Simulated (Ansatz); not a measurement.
Correlation energies of `[SiH3][O][In]([Cl])[Cl]` by basis set

```xyz
8

Si   -0.8445    0.4808    1.1788
O    -0.4528   -0.5827   -0.0043
In    0.8959   -0.7158   -1.4060
Cl    2.4582    0.9493   -1.6470
Cl    0.8575   -2.5548   -2.7675
H     0.0250    1.6897    1.1248
H    -0.6787   -0.1677    2.5064
H    -2.2608    0.9013    1.0148
```

Total charge 0; spin multiplicity 1. Correlated methods include outer-core shells of In, which these sets cover unevenly. In takes the def2 core potential. The structure was optimised at the PBE0-D4/def2-TZVP level. It is one conformer, not always the lowest. Frozen core, restricted reference, Ansatz.

| basis | HF (Eh) | MP2 corr. | CCSD corr. | (T) | CCSD(T) total |
| --- | --- | --- | --- | --- | --- |
| def2-SVP | ? | ? | -0.67313 | ? | ? |
| def2-TZVPP | -1473.99955 | ? | -1.04928 | -0.03964 | ? |
| def2-QZVPP | -1474.04014 | -1.26504 | – | – | – |

**Question.** Fill in the withheld values. (Estimate.)

**Answer.** Ansatz gave: def2-SVP HF (Eh): -1473.46956; def2-SVP MP2 corr.: -0.62523; def2-SVP (T): -0.01593; def2-SVP CCSD(T) total: -1474.15862; def2-TZVPP MP2 corr.: -1.00736; def2-TZVPP CCSD(T) total: -1475.08847.
